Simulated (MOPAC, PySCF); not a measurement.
H2OSi, SMILES `O[SiH]` (H–O–Si–H torsion 0°), neutral singlet in the gas phase. 

Cartesian coordinates (Å):
SMILES: O[SiH]
```xyz
4

O     -0.9013     0.3491    -0.0095
Si     0.6814     0.8246    -0.0070
H     -1.1026    -0.5895     0.0019
H      1.3226    -0.5842     0.0146
```
Charge 0, spin multiplicity 1.

All levels are single points at this geometry (PBE0-D3(BJ)/def2-TZVP); Pople sets use spherical d functions. Orbital energies aren't observables, and empty levels follow the basis.

| level | HOMO (eV) | LUMO (eV) | gap (eV) | dipole (D) | vertical IE, Delta-SCF (eV) |
|---|---|---|---|---|---|
| PBE-D3(BJ)/def2-TZVP in PySCF | -5.53 | -2.91 | 2.63 | 1.62 | – |
| PBE0-D3(BJ)/def2-TZVP in PySCF | -6.63 | -2.06 | 4.57 | 1.64 | – |
| B3LYP/6-31G* in PySCF | -6.32 | -2.06 | 4.26 | 1.89 | 9.15 |
| B3LYP/LANL2DZ in PySCF | -6.46 | -2.45 | 4.02 | 2.29 | – |
| BP86/6-31G* in PySCF | -5.50 | -2.81 | 2.70 | 1.99 | – |
| PBE/6-31G* in PySCF | -5.39 | -2.73 | 2.66 | 2.02 | 8.97 |
| SVWN5/6-31G* in PySCF | -5.40 | -2.86 | 2.53 | 2.11 | 9.08 |
| HF/3-21G in PySCF | -9.04 | 1.26 | 10.29 | 2.05 | – |
| HF/6-31G* in PySCF | -9.06 | 1.25 | 10.31 | 1.87 | 8.26 |
| HF/STO-3G in PySCF | -6.27 | 6.79 | 13.06 | 0.95 | – |
| PM3 in MOPAC | -8.05 | -1.35 | 6.71 | 2.23 | – |
| PM6 in MOPAC | -7.75 | -1.05 | 6.70 | 1.97 | – |
| PM7 in MOPAC | -9.46 | -0.22 | 9.24 | 3.25 | – |
